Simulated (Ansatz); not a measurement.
Calculated with Ansatz (gas phase, PBE0-D4/def2-TZVP geometries, no zero-point term in ΔE). CCSD(T)/CBS is the MP2 limit (def2-TZVPP, def2-QZVPP) plus CCSD(T) − MP2 in def2-TZVPP, frozen cores. DFT in def2-TZVPP. For Ge outer-core shells are correlated without core-valence functions, which leaves a few kJ/mol of doubt a bond. Scalar relativity is left out up to krypton. One conformer a species, not always the lowest.

Consider the redistribution: `OB(O)S` + `[SiH3][SiH2][SiH2][GeH3]` → `OB(S)[SiH2][SiH3]` + `O[SiH2][GeH3]`.

**Question.** Is it downhill or uphill in electronic energy at CCSD(T)/CBS, and by how much? (An estimate is asked.)

**Answer.** Ansatz gave: Uphill: ΔE = +64.9 kJ/mol.

**Question.** What do these levels give: r2SCAN-D4, PBE0-D4, B2PLYP, r2SCAN, CCSD(T)/def2-TZVPP, HF/CBS(def2)? (Estimate.)

**Answer.** Computed: r2SCAN-D4 69.3, PBE0-D4 74.3, B2PLYP 62.3, r2SCAN 68.7, CCSD(T)/def2-TZVPP 67.4, HF/CBS(def2) 63.2 kJ/mol.

Largest T1 diagnostic among the species: 0.014.

The D4 term adds +3.6 kJ/mol with B3LYP and +2.1 kJ/mol with PBE0; it sums over pairs of atoms, weighted by their polarisabilities, and B3LYP, whose exchange is more repulsive, gets the larger term.

B3LYP here is the variant with VWN-RPA as its local correlation; programs differ in this.
